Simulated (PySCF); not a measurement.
CH8O3Si2, SMILES C[Si]([SiH2]O)(O)O. Atoms are numbered in the order given.

```xyz
14

C      2.2237     0.4598     0.8257
Si     0.5701    -0.2928     0.3759
O     -0.4399    -0.0781     1.6942
O      0.7430    -1.9019    -0.0639
Si    -0.6960     0.6842    -1.3338
O     -2.1814     0.6486    -0.5125
H      2.1219     1.5396     1.0200
H      2.9639     0.3162     0.0223
H      2.6211    -0.0063     1.7439
H     -1.3649     0.0326     1.4071
H      1.1589    -2.4780     0.5945
H     -0.7749    -0.0611    -2.6247
H     -0.3147     2.0906    -1.6739
H     -2.9639     0.9781    -0.9762
```
Charge 0, spin multiplicity 1.

Geometry: TPSSh-D3(BJ)/def2-SVP. The structure was generated by enumeration, and PubChem lists no compound with its InChIKey, so it may never have been made. The values are those of a single conformer.

Two levels are set side by side: PBE/pcSseg-1 (PySCF) and HF/pcSseg-1 (PySCF). GIAO shifts against H2O (¹⁷O), TMS (²⁹Si), TMS (¹H), TMS (¹³C) at the same level; non-relativistic, no solvent, atoms listed together averaged. Differences are taken from unrounded values.

```json
[
 {"quantity": "δ(¹³C) of C1 (ppm)", "HF": "3.2"},
 {"quantity": "δ(²⁹Si) of Si2 (ppm)", "HF": "-3.2"},
 {"quantity": "δ(¹⁷O) of O3, O4 (ppm)", "HF": "52.1"},
 {"quantity": "δ(²⁹Si) of Si5 (ppm)", "HF": "-27.6"},
 {"quantity": "δ(¹⁷O) of O6 (ppm)", "HF": "-15.0"},
 {"quantity": "δ(¹H) of H14 (ppm)", "HF": "1.56"}
]
```

Question: What does PBE give, and how far is it from HF? (An estimate is asked for; the answer gives what the named calculation found.)

Answer: 
```tsv
quantity	PBE	PBE minus HF
δ(¹³C) of C1 (ppm)	4.2	1.1
δ(²⁹Si) of Si2 (ppm)	5.5	8.6
δ(¹⁷O) of O3, O4 (ppm)	89.6	37.6
δ(²⁹Si) of Si5 (ppm)	-25.7	1.9
δ(¹⁷O) of O6 (ppm)	-3.1	11.9
δ(¹H) of H14 (ppm)	0.53	-1.03
```

Rough cost on one machine, each run with all the roots and properties that it gave: HF against PBE within a factor of 2.
